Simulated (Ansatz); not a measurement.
The same molecule with X = C, Ge, Sn. Ansatz, PBE0-D4/def2-TZVP geometries, multiplicity 1.

Elements past krypton have def2 core potentials. Scalar relativity is left out up to krypton.

```json
{"X": "Ge", "molecule": "`[Cl][GeH]([Cl])[Br]`", "mean X–Br bond length / Å": "2.280", "mean X–Cl bond length / Å": "2.129", "mean X–H bond length / Å": "1.526", "HOMO energy (ωB97M-V/def2-TZVPP) / eV": "-11.16", "LUMO energy (PBE0/def2-TZVPP) / eV": "-1.67", "HOMO–LUMO gap (ωB97M-V/def2-TZVPP) / eV": "11.50"}
{"X": "Sn", "molecule": "`[Cl][SnH]([Cl])[Br]`", "mean X–Br bond length / Å": "2.448", "mean X–Cl bond length / Å": "2.303", "mean X–H bond length / Å": "1.693", "HOMO energy (ωB97M-V/def2-TZVPP) / eV": "-11.19", "LUMO energy (PBE0/def2-TZVPP) / eV": "-2.39", "HOMO–LUMO gap (ωB97M-V/def2-TZVPP) / eV": "10.81"}
```

(1) Give the row for X = C, `ClC(Cl)Br`. (An estimate is asked.)

Answers

(1) Computed: 
| X | molecule | mean X–Br bond length / Å | mean X–Cl bond length / Å | mean X–H bond length / Å | HOMO energy (ωB97M-V/def2-TZVPP) / eV | LUMO energy (PBE0/def2-TZVPP) / eV | HOMO–LUMO gap (ωB97M-V/def2-TZVPP) / eV |
| --- | --- | --- | --- | --- | --- | --- | --- |
| C | `ClC(Cl)Br` | 1.934 | 1.754 | 1.084 | -10.69 | -1.28 | 11.58 |

From C to Sn the mean X–Br bond length rises at each step, by 0.514 Å in all; the mean X–Cl bond length rises at each step, by 0.549 Å in all; the mean X–H bond length rises at each step, by 0.609 Å in all; the HOMO energy (ωB97M-V/def2-TZVPP) falls at each step, by 0.50 eV in all; the LUMO energy (PBE0/def2-TZVPP) falls at each step, by 1.11 eV in all; the HOMO–LUMO gap (ωB97M-V/def2-TZVPP) falls at each step, by 0.77 eV in all. Bonds lengthen as the atom grows down the group.

Spin–orbit coupling is left out; it splits and shifts lone-pair levels of the heavy atoms by tenths of an eV.
